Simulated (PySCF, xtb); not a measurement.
silylphosphine anion (H5PSi), SMILES [SiH3]P (connectivity only; charge and spin as stated), charge -1, multiplicity 2.

Harmonic wavenumbers (cm⁻¹) from GFN2-xTB run with xtb 6.7.1 at its own minimum, in rising order: 118, 264, 324, 426, 660, 696, 747, 908, 935, 1158, 1532, 1999, 2007, 2222, 2347.

What does TPSSh-D3(BJ)/def2-SVPD (PySCF 2.14.0) give at its own minimum? (Estimate from the structure and the level; the computed values follow.)

110, 170, 321, 369, 563, 585, 856, 952, 972, 1094, 1733, 2056, 2062, 2346, 2355. Paired by order, the mean absolute difference is 71 cm⁻¹ and the zero-point energies are 23.4 and 23.7 kcal/mol.
